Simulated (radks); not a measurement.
Values are calculated unless marked as measured or tabulated.
Q: Orbital eigenvalues (eV) of the cerium ion Ce+, [Xe] 4f1 5d2, of relativity; Dirac values are averaged over j with weights 2j + 1. Spin-unpolarised spherical Kohn-Sham, PBE, point nucleus unless stated (finite: rms radius 4.8771 fm), a radial shooting solver on a logarithmic mesh with Libxc functionals. A level marked "c x" has the speed of light scaled by that factor and shares open shells by 2j + 1; other Dirac levels either fill j = l - 1/2 first or share by 2j + 1.

| shell | non-rel. |
|---|---|
| 3s | -1284.4 |
| 3p | -1144.9 |
| 3d | -885.12 |
| 4s | -260.68 |
| 4p | -208.62 |
| 4d | -117.34 |
| 5s | -40.524 |
| 5p | -26.531 |
| 4f | -12.177 |
| 5d | -7.4624 |
| 6s (empty) | -7.0643 |
| 6p (empty) | -4.6687 |

Give the values at the level "Dirac, c x 1.25".

A: 
shell       Dirac, c x 1.25  change of magnitude (%)
3s                  -1349.6                    +5.08
3p                  -1166.4                    +1.89
3d                  -877.41                    -0.87
4s                  -275.25                    +5.59
4p                  -212.73                    +1.97
4d                  -115.31                    -1.73
5s                  -42.885                    +5.83
5p                  -26.988                    +1.72
4f                  -10.261                   -15.73
5d                  -7.2938                    -2.26
6s (empty)          -7.3973                    +4.71
6p (empty)          -4.7590                    +1.94
